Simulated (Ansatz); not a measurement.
Relaxation of BFH6N2Si2 (12 atoms, charge 0, multiplicity 1), to a largest force component of 0.015 eV/Å in at most 40 steps.

Method: RKS PBE0/cc-pVDZ (Ansatz 0.2.0).

```xyz
12
Properties=species:S:1:pos:R:3
N -0.089 -2.282 -0.223
Si 0.021 -0.685 0.635
F 0.115 0.587 -0.447
B 1.312 -0.590 2.040
Si -0.187 -0.448 3.183
N -1.315 -0.500 1.817
H -1.057 -2.612 0.001
H -0.106 -1.997 -1.262
H 2.561 -0.604 2.112
H -0.241 0.896 3.842
H -0.330 -1.574 4.056
H -1.718 0.476 1.676
```

Q: Where does it end, and by what steps?

A: The forces met the threshold. The force dipped under the threshold on the way, but the program's further checks kept it going. After 29 steps the energy has fallen by 1.202 eV; H12 moved furthest, 0.82 Å.

| step | energy less start (eV) | largest force component (eV/Å) | accepted |
| --- | --- | --- | --- |
| 0 | 0.0000 | 4.366 | yes |
| 2 | -0.9353 | 1.134 | yes |
| 4 | -1.1059 | 1.351 | yes |
| 6 | -1.1659 | 0.087 | yes |
| 8 | -1.1681 | 0.039 | yes |
| 10 | -1.1690 | 0.086 | yes |
| 12 | -1.1697 | 0.057 | yes |
| 14 | -1.1698 | 0.064 | no |
| 16 | -1.1703 | 0.018 | yes |
| 18 | -1.1699 | 0.117 | no |
| 20 | -1.1707 | 0.049 | yes |
| 22 | -1.1709 | 0.071 | yes |
| 24 | -1.1820 | 0.346 | yes |
| 26 | -1.1974 | 0.229 | yes |
| 28 | -1.2019 | 0.065 | yes |
| 29 | -1.2025 | 0.011 | yes |

```xyz
12
Properties=species:S:1:pos:R:3
N -0.519 -1.890 -0.504
Si 0.007 -0.634 0.565
F 0.242 0.640 -0.465
B 1.415 -0.704 2.022
Si -0.113 -0.257 3.281
N -1.153 -0.339 1.835
H -0.740 -2.794 -0.097
H -0.009 -2.012 -1.374
H 2.586 -0.945 2.122
H -0.106 1.088 3.957
H -0.485 -1.276 4.326
H -2.158 -0.210 1.761
```

Whether the end is a true minimum wasn't checked by a vibrational analysis.

Time of the run: 2.2 min on 2 threads of Arm Neoverse V2 (shared host), peak memory 0.3 GiB.
